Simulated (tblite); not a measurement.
Species: C₆H₉FO₂S.
Structure used (GFN2-xTB), in Å, numbered top down from 1:
```
atom  x, y, z in Å
C1     1.8178    1.3276    0.3209
C2     1.2805    0.1481    0.0485
C3     1.9374   -1.1559    0.3779
C4    -0.0547   -0.0276   -0.5771
C5    -1.0925    1.0958   -0.5472
C6    -2.3521    0.2871   -0.2501
F7    -2.9945   -0.1143   -1.3788
S8    -1.2407   -1.0743    0.3917
O9    -1.0706   -0.9313    1.8081
O10   -1.4885   -2.3826   -0.1315
H11    2.7830    1.4041    0.7891
H12    1.3342    2.2567    0.0754
H13    1.3207   -1.6895    1.1014
H14    2.0209   -1.7811   -0.5101
H15    2.9268   -1.0010    0.7980
H16    0.0112   -0.5030   -1.5559
H17   -0.8970    1.7731    0.2823
H18   -1.1638    1.6581   -1.4779
H19   -3.0878    0.7191    0.4279
```

Method: GFN2-xTB as coded in tblite; computed harmonic values from a numerical Hessian at the method's own geometry, unscaled. This tight-binding method is rough: wavenumbers can miss measured ones by several per cent, in bad cases by 10 to 20. One conformer, not necessarily the lowest.

Harmonic wavenumbers (cm⁻¹): 45.4, 68.1, 123.8, 142.5, 154.4, 166.6, 264.9, 293.8, 319.2, 391.0, 400.6, 426.3, 469.2, 534.5, 581.3, 646.9, 701.4, 735.5, 874.7, 894.5, 910.4, 958.7, 1000.6, 1004.2, 1022.9, 1036.3, 1058.0, 1074.2, 1115.5, 1141.5, 1159.9, 1209.5, 1248.4, 1266.3, 1270.0, 1321.9, 1398.1, 1416.3, 1434.9, 1468.9, 1473.1, 1720.4, 2971.3, 2980.5, 3006.7, 3008.1, 3020.5, 3022.2, 3059.3, 3118.6, 3143.2.

A = 1825, B = 986.9, C = 784.9 MHz; mass 164.031 u (most abundant isotopes); point group C1, symmetry number 1.

Q: What is the zero-point energy?

A: ½Σν̃ = 31137 cm⁻¹ = 372.48 kJ/mol.

Q: Entropy at 500 K, 1 bar (ideal gas, RRHO, classical rotation)?

A: Translation 183.21, rotation 131.17, vibration 223.70: S = 538.1 J/(mol K).

Q: And Cp and H(500 K) − H(0)?

A: Cp = 251.87 J/(mol K), of which vibrations give 218.61 (their classical limit is 51 R = 424.0); H(500 K) − H(0) = 74.11 kJ/mol without the zero-point energy, 57.48 from vibrations.

Q: How do the functions run with temperature in this model?

A: 
```csv
T (K),S (J/(mol K)),Cp (J/(mol K)),H − H(0) (kJ/mol),G − H(0) (kJ/mol),ln q(vib)
150,336.4,105.6,10.31,-40.15,3.20
250,400.7,150.3,23.10,-77.09,6.05
298.15,429.1,172.1,30.86,-97.07,7.42
400,485.9,215.8,50.66,-143.70,10.29
600,586.7,281.0,100.80,-251.20,15.81
900,712.9,340.3,194.81,-446.81,23.55
```

q(vib) and H(0) count from the zero-point level.

Q: Which modes carry the vibrational entropy at 500 K?

A: 45.4 cm⁻¹: 25.24; 68.1 cm⁻¹: 21.88; 123.8 cm⁻¹: 16.94; 142.5 cm⁻¹: 15.78; 154.4 cm⁻¹: 15.13; 166.6 cm⁻¹: 14.51 J/(mol K); the other 45 give 114.22 together.

Hindered rotation and anharmonicity are outside this model. Other conformers, if any are populated, would add a mixing term that is left out. The structure is chiral; the term R ln 2 for an equal mix with its mirror image is left out.
